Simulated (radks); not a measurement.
Isoelectronic series with 8 electrons, each ion in its NIST ground configuration. Method: Dirac Kohn-Sham, PBE, spin-unpolarised, spherical densities, finite nucleus; open shells fill j = l - 1/2 first; Fermi nuclear charge, rms radius of each element as measured or else 0.836 A^(1/3) + 0.57 fm; computed with a radial shooting solver on a logarithmic mesh with Libxc functionals. Total energies (hartree) and mean radii <r> (bohr):

ion    configuration  E (hartree)    2p3/2    2p1/2
Cd40+   [He] 2s2 2p4  -3882.55276   0.1115   0.1068
In41+   [He] 2s2 2p4  -4057.13913   0.1090   0.1042
Sn42+   [He] 2s2 2p4  -4235.95253   0.1066   0.1017
Sb43+   [He] 2s2 2p4  -4419.03133   0.1043  0.09927
Te44+   [He] 2s2 2p4  -4606.41004   0.1021  0.09697
I45+    [He] 2s2 2p4  -4798.13456  0.09998  0.09475
Xe46+   [He] 2s2 2p4  -4994.23864  0.09795  0.09262
Cs47+   [He] 2s2 2p4   -5194.7683  0.09600  0.09057
Ba48+   [He] 2s2 2p4   -5399.7633  0.09412  0.08858
La49+   [He] 2s2 2p4   -5609.2725  0.09230  0.08667
Ce50+   [He] 2s2 2p4   -5823.3396  0.09056  0.08482
Pr51+   [He] 2s2 2p4   -6042.0147  0.08887  0.08303
Nd52+   [He] 2s2 2p4   -6265.3457  0.08725  0.08130
Pm53+   [He] 2s2 2p4   -6493.3790  0.08568  0.07963
Sm54+   [He] 2s2 2p4   -6726.1566  0.08416  0.07801
Eu55+   [He] 2s2 2p4   -6963.7700  0.08270  0.07644
Gd56+   [He] 2s2 2p4   -7206.2531  0.08128  0.07491
Tb57+   [He] 2s2 2p4   -7453.7143  0.07990  0.07343
Dy58+   [He] 2s2 2p4   -7706.0888  0.07857  0.07199
Ho59+   [He] 2s2 2p4   -7963.5841  0.07729  0.07060
Er60+   [He] 2s2 2p4   -8226.1798  0.07604  0.06924
Tm61+   [He] 2s2 2p4   -8494.0047  0.07482  0.06792
Yb62+   [He] 2s2 2p4   -8767.0436  0.07365  0.06663
Lu63+   [He] 2s2 2p4   -9045.4326  0.07250  0.06537
